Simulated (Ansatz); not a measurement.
Consider the redistribution: `[SiH3][SiH2][GeH2][SiH2][SiH3]` + `CB(N)[SiH2][SiH3]` → `[SiH3][SiH2][SiH2][GeH2][SiH2][SiH3]` + `CB(N)[SiH3]`.

Isolated molecules relaxed with PBE0-D4/def2-TZVP in Ansatz; ΔE leaves out vibrations. CCSD(T)/CBS is the MP2 limit (def2-TZVPP, def2-QZVPP) plus CCSD(T) − MP2 in def2-TZVPP, frozen cores. Functionals use def2-TZVPP. B3LYP here is the variant with VWN-RPA as its local correlation; programs differ in this. For Ge outer-core shells are correlated without core-valence functions, which leaves a few kJ/mol of doubt a bond. Scalar relativity is left out up to krypton. Each species was taken in one conformer, which may not be the lowest.

`[SiH3][SiH2][GeH2][SiH2][SiH3]`:

Z-matrix (Å, degrees):
```
Si
Si 1 2.337
H 1 1.488 2 109.4
H 1 1.488 2 109.8 3 118.9
H 1 1.488 2 111.6 3 -120.4
Ge 2 2.382 1 109.3 3 -59.8
H 2 1.490 1 110.4 3 178.2
H 2 1.490 1 109.5 3 59.1
Si 6 2.382 2 109.0 1 50.1
H 6 1.540 2 109.7 1 -70.6
H 6 1.540 2 110.2 1 170.7
Si 9 2.337 6 109.4 2 50.3
H 9 1.490 6 108.6 2 -69.1
H 9 1.490 6 110.7 2 172.1
H 12 1.488 9 109.4 6 -59.3
H 12 1.488 9 111.6 6 -179.7
H 12 1.488 9 109.8 6 59.6
```

`CB(N)[SiH2][SiH3]`:

```xyz
15

C    -0.582   -1.653   -0.998
B    -0.461   -0.086   -0.967
N    -1.426    0.712   -1.573
Si    1.073    0.822   -0.001
Si    0.867    0.505    2.309
H    -1.462   -2.015   -1.540
H    -0.624   -2.060    0.018
H     0.305   -2.103   -1.457
H    -1.395    1.718   -1.586
H    -2.229    0.330   -2.048
H     2.397    0.262   -0.405
H     1.118    2.296   -0.255
H     0.830   -0.950    2.627
H     1.993    1.114    3.070
H    -0.403    1.108    2.805
```

`[SiH3][SiH2][SiH2][GeH2][SiH2][SiH3]`:

```xyz
20

Si   -2.361    0.683   -1.084
Si   -0.379    1.923   -1.049
Si    0.375    2.094    1.156
Ge    0.605   -0.089    2.078
Si    1.847   -1.514    0.624
Si    0.525   -2.451   -1.063
H    -3.452    1.481   -0.460
H    -2.760    0.323   -2.471
H    -2.191   -0.568   -0.296
H    -0.611    3.268   -1.647
H     0.668    1.231   -1.852
H     1.697    2.779    1.207
H    -0.595    2.885    1.964
H     1.314   -0.005    3.444
H    -0.790   -0.699    2.318
H     2.961   -0.734    0.014
H     2.446   -2.623    1.418
H     1.321   -3.429   -1.853
H    -0.638   -3.155   -0.460
H     0.019   -1.402   -1.988
```

`CB(N)[SiH3]`:

```xyz
12

C     0.114   -1.598   -0.277
B    -0.262   -0.075   -0.172
N    -1.429    0.405   -0.760
Si    0.921    1.245    0.815
H     0.221   -2.041    0.718
H    -0.616   -2.194   -0.834
H     1.089   -1.723   -0.761
H    -1.719    1.367   -0.724
H    -2.069   -0.189   -1.266
H     2.294    1.296    0.232
H     1.082    0.872    2.251
H     0.374    2.635    0.778
```

Question: Is it downhill or uphill in electronic energy at CCSD(T)/CBS, and by how much? (Estimate.)

Answer: Computed: Nearly level: ΔE = -2.8 kJ/mol.

Question: What do these levels give: PBE-D4, r2SCAN-D4, PBE0-D4, B3LYP-D4, B2PLYP, PBE, HF/def2-TZVPP, SCS-MP2/def2-TZVPP, CCSD/def2-TZVPP, CCSD(T)/def2-TZVPP, HF/def2-QZVPP, SCS-MP2/def2-QZVPP? (An estimate is asked.)

Answer: The calculation gave: PBE-D4 -2.2, r2SCAN-D4 -0.8, PBE0-D4 -2.4, B3LYP-D4 -3.3, B2PLYP 1.4, PBE 2.4, HF/def2-TZVPP 5.0, SCS-MP2/def2-TZVPP -0.9, CCSD/def2-TZVPP -0.8, CCSD(T)/def2-TZVPP -1.9, HF/def2-QZVPP 5.1, SCS-MP2/def2-QZVPP -1.2 kJ/mol.

Largest T1 diagnostic among the species: 0.013.

In def2-TZVPP, CCSD(T) changes the Hartree–Fock value by −6.9 kJ/mol (the triples alone add −1.1 kJ/mol) and MP2 by −7.1 kJ/mol. The D4 term adds −7.4 kJ/mol with B3LYP and −4.4 kJ/mol with PBE0; it sums over pairs of atoms, weighted by their polarisabilities, and B3LYP, whose exchange is more repulsive, gets the larger term.
